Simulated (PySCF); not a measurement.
Compound: ZnF2 (singlet state).
Cartesian coordinates in Å at the PBE0-D3(BJ)/def2-SVP level; atoms count from 1:
```xyz
3
ZnF2 angstrom
Zn    -0.003   -0.002    0.000
F     -0.003   -0.004    1.729
F      0.005    0.005   -1.729
```

The calculation used TDDFT B3LYP/def2-SVPD, vertical, gas phase, core orbitals frozen in the response (PySCF 2.14.0, density-fitted response routines).

Ground-to-excited transition dipoles (e·a0, same axes as the geometry; the sign carries no meaning), for the states with f of 0.002 or more among the lowest 15:

| state | E (eV) | μx | μy | μz |
| --- | --- | --- | --- | --- |
| S3 | 7.225 | -0.243 | 0.429 | 0.001 |
| S4 | 7.225 | 0.429 | 0.243 | 0.002 |
| S6 | 8.185 | -0.002 | -0.002 | 0.671 |
| S13 | 9.877 | -0.003 | -0.004 | 1.307 |
| S14 | 9.909 | 0.000 | 0.000 | 0.000 |
| S15 | 9.909 | 0.000 | 0.000 | 0.112 |

**Question.** What oscillator strength does each state have?

**Answer.** f = (2/3) ΔE |μ|² with ΔE in hartree (27.2114 eV).

```
state  |μ|² (au)  |μ| (D)      f
   S3      0.243     1.25  0.043
   S4      0.243     1.25  0.043
   S6      0.450     1.70  0.090
  S13      1.709     3.32  0.414
  S14      0.000     0.00  0.000
  S15      0.012     0.28  0.003
```

**Question.** What angle do the transition dipoles of S6 and S13 make?

**Answer.** |cos θ| = |μa·μb| / (|μa| |μb|) = 1.00, so θ ≈ 0° (taken between 0 and 90°, since the signs are arbitrary).

**Question.** How is the summed strength of these states shared among x, y and z?

**Answer.** (2/3) Σ ΔE μα² gives 0.043 for x, 0.043 for y and 0.507 for z, 0.593 in all.

**Question.** What peak molar absorption coefficient would the strongest computed level give as a lone Gaussian band 0.4 eV wide at half height?

**Answer.** ε(max) = 2.175×10⁸ f / FWHM, with the width in cm⁻¹. S13: 2.175×10⁸ × 0.4135 / 3226 ≈ 28000 L mol⁻¹ cm⁻¹.

S3/S4 and S14/S15 coincide within about 0.01 eV; within a degenerate level the directions of the single components are arbitrary.
